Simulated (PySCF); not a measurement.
**Basis and Hamiltonian dependence of the excitation energy of Tc**

Tc [Kr] 4d5 5s2 (6S) → Tc [Kr] 4d5 5s1 6s1 (8S). Calculated with PySCF 2.14 from differences of total energies of unrestricted determinants, without spin-orbit coupling. Values in eV.

| basis | Hamiltonian | functions | UHF | PBE | PBE0 | MP2 (valence) | CCSD(T) (valence) | CCSD(T) (valence and next inner shell) |
| --- | --- | --- | --- | --- | --- | --- | --- | --- |
| aug-cc-pVDZ-PP with ECP28MDF | ECP | 54 | 3.316 | 4.351 | 4.229 | 4.344 | 4.524 | n/a |
| def2-TZVPPD with the def2 core potential (28 electrons) | ECP | 56 | 4.777 | 5.372 | 5.335 | 5.643 | 5.779 | 5.798 |
| ANO-RCC-VTZP | spin-free X2C | 68 | 4.272 | n/a | n/a | 5.169 | 5.358 | 5.381 |
| aug-cc-pwCVDZ-PP with ECP28MDF | ECP | 70 | 3.264 | 4.292 | 4.167 | 4.290 | 4.457 | n/a |
| x2c-TZVPPall with one added diffuse shell each of s, p, d, f type | spin-free X2C | 95 | 3.294 | 4.288 | 4.171 | 4.344 | 4.517 | 4.582 |
| dyall-av2z | non-relativistic | 136 | 3.145 | 4.095 | 3.986 | 4.102 | n/a | n/a |

Frozen in the all-electron rows: valence: [Kr]; valence and next inner shell: [Ar] 3d10; with a core potential, the same shells as far as they lie outside it.

At UHF, def2-TZVPPD with the def2 core potential (28 electrons), ANO-RCC-VTZP lie more than 0.3 eV from the median of the rows with comparable relativity. Of these, def2-TZVPPD with the def2 core potential (28 electrons), ANO-RCC-VTZP have no diffuse functions of the l that the added or promoted electron needs.

Non-relativistic rows lack the scalar-relativistic shift.
